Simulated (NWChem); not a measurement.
System: C5H5F; SMILES FC1=CCC=C1

Here is an NWChem input.

```
start job
memory heap 200 mb stack 900 mb global 1100 mb
geometry units angstroms noautoz
  F      0.019646    -2.064338     0.000000
  C     -0.037257    -0.740915     0.000000
  C     -1.148683     0.019423     0.000000
  C     -0.703108     1.446320     0.000000
  C      0.793098     1.368257     0.000000
  C      1.172646     0.074527     0.000000
  H     -2.179722    -0.330047     0.000000
  H     -1.075462     2.001412     0.881517
  H     -1.075462     2.001412    -0.881517
  H      1.450118     2.238822     0.000000
  H      2.186176    -0.328188     0.000000
end
basis spherical
  * library sto-3g
end
dft
  xc b3lyp
  iterations 150
  mulliken
end
task dft energy
```

The geometry was optimised at PBE0/def2-SVP.

### Question
Give the results of this calculation. (B3LYP/STO-3G.) Quantities: basis functions; energy (Ha); highest occupied level (eV); orbital gap (eV); dipole (D).

### Answer
```
Quantity                      Result
---------------------------  -------
number of basis functions         35
energy (Ha)                  -289.51
highest occupied level (eV)    -3.80
orbital gap (eV)                5.87
dipole (D)                      0.83
```
